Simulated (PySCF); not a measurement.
Problem. Give a GFN2-xTB geometry of `ClC1=[C]CC=CO1` [radical]. (Doublet state.)

Solution. 
```
atom  x, y, z in Å
Cl1    3.2815    0.4341    0.1476
C2     1.5846    0.1819    0.0689
C3     0.9723   -0.9658    0.0445
C4    -0.4674   -1.2312   -0.0202
C5    -1.1361    0.1355   -0.0539
C6    -0.4531    1.2690   -0.0275
O7     0.8985    1.3943    0.0317
H8    -0.8102   -1.8001    0.8518
H9    -0.7298   -1.8047   -0.9166
H10   -2.2124    0.1474   -0.1006
H11   -0.9225    2.2424   -0.0516
```

Any rigid rotation of these coordinates is as good. Atoms count from 1 in this order. The 7 heavy atoms lie in one plane (0.001 Å rms). O7 (oxygen bonded to 2 C) is bent (angle 114.3°). C6 (carbon bonded to C, O and H) is planar (angles 126.4°, 123.1° and 110.5°, sum 360.0°, 0.00 Å off the plane of its three neighbours). C5 (carbon bonded to 2 C and H) is planar (angles 122.8°, 120.5° and 116.7°, sum 360.0°, 0.00 Å off the plane of its three neighbours).

Bonds between heavy atoms (Å): Cl1–C2 1.717, C2=C3 1.301, C3–C4 1.465, C4–C5 1.522, C5=C6 1.324, C6–O7 1.359, C2–O7 1.394.

The geometry is computed with GFN2-xTB (gas phase). This method treats the open shell by occupation alone, without spin polarisation.

Point group: Cs (every atom within 0.08 Å of its image). GFN2-xTB frequencies: not computed here.
